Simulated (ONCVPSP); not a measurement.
# What one change does to a pseudopotential (germanium (Ge), ONCV)

```json
{
  "Element": "Ge",
  "Generator": "ONCVPSP 4.0.1",
  "Type": "optimised norm-conserving Vanderbilt (ONCV)",
  "Functional": "PBEsol",
  "Relativity": "scalar-relativistic",
  "Frozen core": "[Ar] 3d10",
  "Valence charge": "4",
  "Reference configuration": "4s1.5 4p2.5",
  "Partial waves": "4s: rc 1.85 bohr, ncon 4, nbas 7, qcut 2.7 1/bohr, 2 projectors, debl 3.9 Ha; 4p: rc 2.15 bohr, ncon 4, nbas 8, qcut 4.2 1/bohr, 1 projector; d scattering state at 0.1 Ha: rc 1.95 bohr, ncon 5, nbas 8, qcut 4.4 1/bohr, 3 projectors, debl 2.1 Ha",
  "Local potential": "polynomial inside 1.15 bohr (lpopt 5, dvloc0 2 Ha)",
  "Core correction": "Teter function, fcfact 3.25, rcfact 1.15"
}
```

All-electron outer shells of the reference configuration (PBEsol, scalar-relativistic, ld1.x):

```tsv
shell	level (eV)	outermost node (bohr)	outermost maximum (bohr)
3p	-116.34	0.23	0.54
3d	-30.20	–	0.50
4s	-12.24	0.77	1.73
4p	-4.25	0.82	2.19
```

Change: core correction Teter function, fcfact 5, rcfact 1.15.

Cutoffs: the cutoffs (Ha) at which the residual kinetic energy of the hardest occupied pseudo-wave falls to 1 and 0.1 mHa per electron; they do not see the model core or the augmentation charge, which bear on the density cutoff. Errors are all-electron minus pseudo energies relative to the spin-unpolarised reference configuration.

Problem. What does the change do?

Solution. The potential gets neither clearly harder nor softer (29 Ha and 36 Ha → 29 Ha and 36 Ha); both files keep a bound ghost (d); of the 4 tests that both files solve, the error grows in 2 and shrinks in 2 by more than 15 % and 0.3 meV (median size 8.6 → 6.7 meV). A model core, the more so a compact one, raises the density cutoff, which this test does not measure.

| quantity | base | changed |
| --- | --- | --- |
| cutoff, loose | 29 Ha | 29 Ha |
| cutoff, tight | 36 Ha | 36 Ha |
| bound ghosts | d | d |
| GHOST(+) flags under 300 eV | s at 117.8 eV | s at 117.8 eV |
| error for 4s2 4p2, meV [ΔE -3.96 eV] | -1.4 | -1.9 |
| error for 4s2 4p1, meV [ΔE 3.50 eV] | -2.8 | -1.6 |
| error for 4s2 4p0, meV [ΔE 18.94 eV] | -19 | -11 |
| error for 4s0 4p4, meV [ΔE 12.26 eV] | -14 | -19 |
| s: phases at 1.87 bohr within 0.05 rad from the reference energy up to (Ha; the scan ends near 5) | 4.1 | 4.1 |
| p: phases at 2.18 bohr within 0.05 rad from the reference energy up to (Ha; the scan ends near 5) | 1.3 | 1.3 |
| d: phases at 1.98 bohr within 0.05 rad from the reference energy up to (Ha; the scan ends near 5) | to the end of the scan | to the end of the scan |
| rms error of d²Exc/dni dnj with the model core, mHa | 2.78 | 2.03 |

Base: The cutoffs count occupied waves only; projector 3 of the d channel, the hardest unoccupied one, needs 95 Ha at the loose tolerance. Changed file: The cutoffs count occupied waves only; projector 3 of the d channel, the hardest unoccupied one, needs 95 Ha at the loose tolerance. A true bound ghost makes a file unfit for plane-wave use even where its test errors are small: the radial tests pick states by their node count and pass the ghost by.
